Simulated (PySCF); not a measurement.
# `C[C@@H]1NC[C@H]1[S@](C)=O`, C5H11NOS

Geometry (Å), atoms numbered from 1 in this order:
```xyz
19

C    -2.1362    0.8701    0.6204
C    -0.7270    0.6481    0.0881
N    -0.6343   -0.0400   -1.2094
C    -0.2594   -1.3033   -0.5600
C     0.0012   -0.5358    0.7328
S     1.8125   -0.3396    1.1095
C     2.3131    0.5810   -0.4131
O     2.3493   -1.6931    0.9492
H    -2.6656    1.5816   -0.0104
H    -2.6920   -0.0657    0.6358
H    -2.0957    1.2661    1.6322
H    -0.1855    1.6002    0.0828
H    -1.4841   -0.0547   -1.7614
H    -1.0596   -2.0461   -0.4763
H     0.6148   -1.7815   -1.0083
H    -0.4365   -0.9411    1.6437
H     2.3262    1.6384   -0.1738
H     1.6341    0.3824   -1.2339
H     3.3147    0.2424   -0.6553
```

Level of theory: PySCF, TDDFT CAM-B3LYP/def2-SVPD circular dichroism and optical rotation, one conformer, gas phase. Geometry: GFN2-xTB.

The molecule is flexible and this is one conformer; a measurement averages over conformers.

**Question.** Draw the ECD and absorption spectra from the lowest 8 states, each a Gaussian of half-width 0.3 eV at 1/e height.

**Answer.** 
```
E (eV)  λ (nm)  Δε (L mol⁻¹ cm⁻¹)  ε (L mol⁻¹ cm⁻¹)
  5.24     236              +0.28              70.5
  5.39     230              +1.11               296
  5.54     224              +2.40               787
  5.69     218              +1.77              1440
  5.84     212              -3.99              2120
  5.99     207             -11.87              2940
  6.14     202             -12.15              3790
  6.29     197              -2.89              4380
  6.44     192              +4.64              4380
  6.59     188              +1.42              3860
  6.74     184              -9.61              3400
  6.89     180             -17.68              2930
```
Δε uses R in velocity form, ε uses f in length form. Only the states computed contribute, so the short-wavelength end is incomplete.
